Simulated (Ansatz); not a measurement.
(CuSH)4 ring (Cu4H4S4): single points at one geometry.

```yaml
crystal:
  periodic: [false, false, false]
  atoms:
    - {symbol: Cu, position_ang: [-1.172788, -1.284510, -0.313077]}
    - {symbol: S, position_ang: [-1.140033, -1.937368, 1.798815]}
    - {symbol: Cu, position_ang: [-0.665641, 0.214433, 1.622103]}
    - {symbol: S, position_ang: [-0.251478, 2.385674, 1.589801]}
    - {symbol: Cu, position_ang: [1.174647, 1.283190, 0.309854]}
    - {symbol: S, position_ang: [2.706300, 0.293452, -0.939483]}
    - {symbol: Cu, position_ang: [0.667432, -0.215746, -1.625202]}
    - {symbol: S, position_ang: [-1.314357, -0.741760, -2.451320]}
    - {symbol: H, position_ang: [-2.469718, -1.799185, 2.045290]}
    - {symbol: H, position_ang: [0.517170, 2.429613, 2.710138]}
    - {symbol: H, position_ang: [2.919371, 1.329509, -1.793290]}
    - {symbol: H, position_ang: [-0.970882, -1.957292, -2.953632]}
basis:
  gaussian: {orbitals: STO-3G}
hamiltonian: {xc: hf}
scf: {omitted_lower_state_checks: [starts]}
output: {orbitals: {seedname: orbitals}}
```

The file start.molden holds the orbitals of an earlier run on this structure, at another level or in another basis.

```sh
$ ansatz run in.yaml --threads 2 --pin off --events-out ev --progress --plain --max-ram 22528MiB --backend cpu
```

Shortened log:

```
Functional definition: HF
1078 factors; integrals over basis functions are off by at most 3.6e-4 eV
mean field evaluation 1: about -218208.8913 eV, gradient 5.4e2 eV
mean field evaluation 2: about -218209.6081 eV, gradient 5.4e2 eV
mean field evaluation 4: about -217250.4427 eV, gradient 5.8e2 eV
mean field evaluation 8: about -218254.9236 eV, gradient 2.8e2 eV
mean field evaluation 16: about -219223.3233 eV, gradient 1.1e1 eV
mean field evaluation 32: about -219227.8640 eV, gradient 2.5e-5 eV
mean field -219227.86399359 eV, -8056.4754037810 hartree, gradient 3.0e-6 eV, S^2 0.000000; 0 other end points of the search recorded, 0 dependent functions left out
reference -219227.86399359 eV, -8056.4754037810 hartree; 92, 92 occupied and 20, 20 virtual orbitals, 1078 factors
Total energy: -219227.86399359 eV, -8056.4754037810 hartree
Checks for a lower state left out: starts
```

Hardware: 2 threads of AMD EPYC 7R13 on a shared host. Wall time 22 s.

As the first input, with `gaussian: {orbitals: def2-TZVP, initial_orbitals: start.molden}` (abridged; 2.3 s, on the card):

```
Functional definition: HF
mean field -221731.66718052 eV, -8148.4884737622 hartree, gradient 2.3e-5 eV, S^2 0.000000
Total energy: -221731.66718052 eV, -8148.4884737622 hartree
Checks for a lower state left out: starts
```

As the first input, with `gaussian: {orbitals: def2-SVP, initial_orbitals: start.molden}`, `hamiltonian: {xc: pbe0, dispersion: d4}` (abridged; 14 s):

```
Functional definition: PBE0
mean field -221898.72357776 eV, -8154.6276831257 hartree, gradient 2.7e-5 eV, S^2 0.000000
Total energy: -221899.36231365 eV, -8154.6511562368 hartree
Checks for a lower state left out: starts
```

As the first input, with `gaussian: {orbitals: def2-SVP, initial_orbitals: start.molden}`, `correlation: {method: mp2, frozen_orbitals: {Cu: 9, H: 0, S: 5}}` and without the key `hamiltonian` (abridged; 15 s):

```
Functional definition: HF
mean field -221692.25708281 eV, -8147.0401793844 hartree, gradient 3.4e-6 eV, S^2 0.000000
56 core orbitals not correlated: weight in the atoms' cores, before any rotation towards them, 1.000 or more for the frozen orbitals, at most 0.000 for the correlated occupied ones
second order -51.11565615 eV of doubles, -0.00000000 eV of singles
Total energy: -221743.37273896 eV, -8148.9186451005 hartree
Checks for a lower state left out: starts
```

As the first input, with `gaussian: {orbitals: def2-TZVP, initial_orbitals: start.molden}`, `hamiltonian: {xc: pbe, dispersion: d4}` (abridged; 2.5 s, on the card):

```
Functional definition: PBE
mean field -221937.29618825 eV, -8156.0452004159 hartree, gradient 2.2e-5 eV, S^2 0.000000
Total energy: -221938.02116037 eV, -8156.0718426498 hartree
Checks for a lower state left out: starts
```

As the first input, with `gaussian: {orbitals: def2-SVP, initial_orbitals: start.molden}`, `hamiltonian: {xc: pbe}`, `correlation: {method: rpa, frozen_orbitals: {Cu: 9, H: 0, S: 5}}` and without the key `output` (abridged; 20 s):

```
Functional definition: PBE
mean field -221894.85700794 eV, -8154.4855893058 hartree, gradient 6.5e-6 eV, S^2 0.000000
56 core orbitals not correlated: weight in the atoms' cores, before any rotation towards them, 1.000 or more for the frozen orbitals, at most 0.000 for the correlated occupied ones
Total energy: -221757.22273841 eV, -8149.4276231923 hartree
Checks for a lower state left out: starts
```

Geometry: r2SCAN-D4/def2-SVP.

Correlated methods freeze 56 core orbitals.
